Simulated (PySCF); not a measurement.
Compound: C3H6BF.
SMILES with atom numbers: `[BH2:1][C@@H:2]1[CH2:3][C@@H:4]1[F:5]` (hydrogens: H6, H7 on B1; H8 on C2; H9, H10 on C3; H11 on C4)

Theory: PySCF 2.14.0, PBE0-D3(BJ)/def2-SVP geometry optimisation, gas phase.

(1) What internal coordinates does the optimisation give?

## Answers

(1) 
| bond | length (Å) |
| --- | --- |
| B1–C2 | 1.534 |
| C2–C3 | 1.554 |
| C3–C4 | 1.464 |
| C4–F5 | 1.353 |
| C2–C4 | 1.507 |
| B1–H6, B1–H7 | 1.209 |
| C2–H8 | 1.094 |
| C3–H9 | 1.093 |
| C3–H10 | 1.093 |
| C4–H11 | 1.095 |

Bonds in one row agree within 0.01 Å and their mean is given. A selection of angles:
| angle | degrees |
| --- | --- |
| C2–B1–H6 | 120.7 |
| C2–B1–H7 | 119.9 |
| H6–B1–H7 | 119.3 |
| B1–C2–C3 | 113.9 |
| B1–C2–C4 | 121.4 |
| B1–C2–H8 | 119.4 |
| C3–C2–C4 | 57.1 |
| C3–C2–H8 | 114.8 |
| C4–C2–H8 | 114.4 |
| C2–C3–C4 | 59.8 |
| C2–C3–H9 | 116.4 |
| C2–C3–H10 | 117.4 |
| C4–C3–H9 | 116.8 |
| C4–C3–H10 | 119.8 |
| H9–C3–H10 | 115.3 |
| C3–C4–F5 | 118.7 |
| C3–C4–H11 | 119.8 |
| F5–C4–H11 | 111.5 |
| C2–C4–C3 | 63.1 |
| C2–C4–F5 | 119.1 |
| C2–C4–H11 | 117.0 |

Dihedral angles: B1–C2–C3–C4 -113° (anticlinal); C2–C3–C4–F5 110° (anticlinal); B1–C2–C4–C3 100° (anticlinal).

The C–C distances run from 1.464 Å (C3–C4, drawn single) to 1.554 Å (C2–C3, drawn single), a spread of 0.090 Å. Of the pairs four or more bonds apart, F5···H7 is among the closest relative to their van der Waals radii: 2.79 Å, 104 % of the sum of Bondi's values. B1 (three-coordinate boron) is planar (angles 120.7°, 119.9° and 119.3°, sum 359.9°, 0.02 Å off the plane of its three neighbours). The 3-membered ring C2–C3–C4 has internal angles of 57.1° to 63.1°.

Point group: C1 (no symmetry element, even within 0.4 Å). Stationary, but not proved a minimum. One conformer, not necessarily the lowest (H–B1–C2–C3 -136° and 41°).
